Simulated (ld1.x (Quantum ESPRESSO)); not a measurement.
**silver: excitation energies, all-electron against PAW**

ld1.x (Quantum ESPRESSO) 7.5 input, shortened:

```
&input
   title='Ag', zed=47., rel=1, dft='PZ', iswitch=3,
   config='[Kr] 4d9.5 4f-2 5s0 5p0'
 /
 &inputp
   pseudotype=3, lpaw=.true., tm=.true., lloc=-2, rcloc=1.35,
   nlcc=.true., new_core_ps=.true., rcore=1.50,
   which_augfun='BESSEL', rmatch_augfun=1.10
 /
8
4S  1  0   2.00   0.00  1.25  1.55  0.0
5S  2  0   0.00   0.00  1.25  1.55  0.0
4P  2  1   6.00   0.00  1.30  1.45  0.0
5P  3  1   0.00   0.00  1.30  1.45  0.0
4D  3  2   9.50   0.00  1.05  1.45  0.0
4D  3  2   0.00  -0.30  1.05  1.45  0.0
4F  4  3  -2.00   0.35  1.25  1.45  0.0
4F  4  3  -2.00   0.65  1.25  1.45  0.0
 &test
   configts(1)='4s2 4p6 4d9.5 5s0 5p0'
 /
```

Energies are relative to the spin-unpolarised reference configuration 4s2 4p6 4d9.5 5s0 5p0; without spin polarisation the order of configurations can differ from experiment. Spin-polarised rows fill each open shell by Hund’s rule, majority spin first.

| valence configuration | charge | ΔE all-electron (eV) | error AE − PS (meV) |
| --- | --- | --- | --- |
| 4s2 4p6 4d10 5s1 5p0 | 0 | -17.639 | +3.2 |
| 4s2 4p6 4d10 5s0 5p0 | +1 | -9.537 | +0.8 |
| 4s2 4p6 4d9 5s0 5p0 | +2 | 12.846 | -1.3 |
| 4s2 4p5 4d10 5s1 5p0 | +1 | 47.711 | -40 |
| 4s2 4p6 4d9 5s2 5p0 | 0 | -13.679 | +5.8 |
| 4s2 4p6 4d8 5s0 5p0 | +3 | 49.280 | -6.0 |
| 4s2 4p6 4d9.5 5s0 5p0 (spin-polarised) | +1.5 | -0.038 | -0.1 |
| 4s2 4p6 4d10 5s1 5p0 (spin-polarised) | 0 | -17.788 | +3.2 |

Question: What are ΔE and the potential's error for 4s2 4p6 4d10 5s0 5p1?

Answer: ΔE = -13.618 eV all-electron; the error (AE − PS) is +1.5 meV.
